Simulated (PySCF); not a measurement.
**Structure elucidation problem**

An unknown has the formula C5H10FNSi2. Its calculated NMR data are:

1H NMR (400 MHz, computed): δ 4.32 (m, 1H), 4.18 (m, 1H), 4.15 (m, 1H), 3.99 (m, 1H), 2.75 (m, 1H), 2.08 (m, 1H), 1.98 (m, 1H), 1.58 (m, 1H), 1.45 (m, 1H), 0.70 (m, 1H).

13C{1H} NMR (computed): δ 124.9 (C), 81.2 (C), 42.4 (CH2), 22.2 (CH2), 10.3 (CH2).

PySCF calculation with geometry: GFN2-xTB and shieldings: GIAO PBE0/pcSseg-1; no solvent, relativity neglected, one conformer.

Referencing at the same level of theory: 1H, 13C against TMS.

Problem. Which candidate is it?
A. N#C[C@@]1(F)CCC[SiH2][SiH2]1
B. N#CC1(F)[SiH2]CCC[SiH2]1
C. C[SiH2][C@@H]([SiH3])/C(C#N)=C\F

Solution. A. 

- The formula gives 3 degrees of unsaturation (1 ring in the answer).
- 5 carbon signals for 5 carbons: no two carbons are equivalent.
- Carbon types of the structure: 2 × C, 3 × CH2, leaving 4 H on heteroatoms.
- δC 124.9: nitrile carbon; C≡N carbons fall here, among the sp2 signals but without a proton.
- δC 81.2: fully substituted sp3 carbon bonded to F and Si, α to a nitrile; deshielded by the electronegative neighbour.
- δC 42.4, 22.2: sp3 CH2 in a ring; saturated and bonded to C and H only.
- δC 10.3: sp3 CH2 bonded to Si; an electropositive neighbour leaves it electron-rich and shielded.
- δH 4.32, 4.18, 4.15, 3.99: hydrogen on a silicon bonded to C, Si, in a 6-membered ring.

The others: C[SiH2][C@@H]([SiH3])/C(C#N)=C\F would give 6 signals for carbon-bound and other non-exchanging H, not 10; N#CC1(F)[SiH2]CCC[SiH2]1 would give 4 carbon signals, not 5.

Splittings by 19F in the carbon and heteronuclear signals aren't shown, as no couplings were computed. Shifts are as computed. Against solution values, carbons near 30 ppm lie about +3 ppm off and those near 130 ppm about +5 ppm. Of 1211 compounds with measured shifts, 218 miss one by over three times the rms of a fit or turn the order of signals round; such compounds aren't used in these exercises. No couplings were computed; multiplicities are counted from neighbouring protons, with m where these are inequivalent, close in shift, in a saturated or five-membered ring or joined by F or P, and br s for small geminal =CH2 splittings.
